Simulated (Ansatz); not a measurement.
One change: `[PH2][GeH2][SH]` becomes `[F][GeH2][SH]`.

Ansatz, PBE0-D4/def2-TZVP geometries, multiplicity 1. Each molecule was computed in one conformer, which needn't be the lowest.

Scalar relativity is left out up to krypton.

| property | `[PH2][GeH2][SH]` |
| --- | --- |
| HOMO energy (B3LYP/def2-TZVPP) / eV | -6.85 |
| size of the dipole moment (B3LYP/def2-TZVPP) / D | 0.89 |
| zero-point energy (PBE0-D4/def2-TZVP) / kJ/mol | 112.7 |
| HOMO energy (PBE0/def2-TZVPP) / eV | -7.10 |
| LUMO energy (PBE0/def2-TZVPP) / eV | -0.55 |
| HOMO–LUMO gap (PBE/def2-TZVPP) / eV | 4.52 |

(1) Give the same properties after the change, and the shifts. (Best estimate.)

## Answers

(1) Ansatz gave: 
```csv
property,`[F][GeH2][SH]`,shift
HOMO energy (B3LYP/def2-TZVPP) / eV,-7.69,-0.84
size of the dipole moment (B3LYP/def2-TZVPP) / D,1.94,1.05
zero-point energy (PBE0-D4/def2-TZVP) / kJ/mol,72.7,-40.0
HOMO energy (PBE0/def2-TZVPP) / eV,-7.95,-0.85
LUMO energy (PBE0/def2-TZVPP) / eV,-0.13,0.42
HOMO–LUMO gap (PBE/def2-TZVPP) / eV,5.58,1.06
```

With PBE0 the HOMO falls by 0.85 eV and the LUMO rises by 0.42 eV, so the gap widens by about 1.27 eV. PBE moves the HOMO by -0.75 eV and ωB97M-V by -1.00 eV. The zero-point energy changes by -40.0 kJ/mol with -6 modes. Dipoles are sizes alone; their direction can turn.

B3LYP here is the variant with VWN-RPA as its local correlation; programs differ in this.
